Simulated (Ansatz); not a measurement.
Stepwise reaction of `F[SiH2]S[SiH2]F` with hydrogen chloride, as a gas-phase model of exchange steps in deposition or etching. ΔE in kJ/mol.

Computed with Ansatz on PBE0-D4/def2-TZVP structures; ΔE is electronic, products minus reactants. CBS: MP2 limit from def2 TZ/QZ plus the TZ coupled-cluster correction, frozen cores. This one scheme is used for every species. DFT in def2-TZVPP. B3LYP here is the variant with VWN-RPA as its local correlation; programs differ in this. One conformer a species, not always the lowest.

```
step                                            reaction  PBE-D4  B3LYP-D4  ωB97M-V  CCSD(T)/CBS
   1  `F[SiH2]S[SiH2]F` + HCl → `F[SiH2]S[SiH2]Cl` + H–F    31.9      41.3     40.2         37.0
```

Problem. Give the row of step 2, `F[SiH2]S[SiH2]Cl` + HCl → `Cl[SiH2]S[SiH2]Cl` + H–F. (Estimate.)

Solution. Ansatz gave: 
| step | reaction | PBE-D4 | B3LYP-D4 | ωB97M-V | CCSD(T)/CBS |
| --- | --- | --- | --- | --- | --- |
| 2 | `F[SiH2]S[SiH2]Cl` + HCl → `Cl[SiH2]S[SiH2]Cl` + H–F | 31.9 | 40.1 | 40.1 | 36.7 |

Problem. By hand: ΔE of the 2 steps together at CCSD(T)/CBS.

Solution. (37.0) + (36.7) = 73.7 kJ/mol, or 36.9 kJ/mol a step.

In ΔE the steps differ by no more than 0.3 kJ/mol. All are uphill at CCSD(T)/CBS. PBE-D4 differs from CCSD(T)/CBS by -5.1 to -4.8 kJ/mol a step. Only this route is followed, and other bonds may react first. Isolated molecules leave out the surface, adducts and barriers. Largest T1 diagnostic: 0.012.
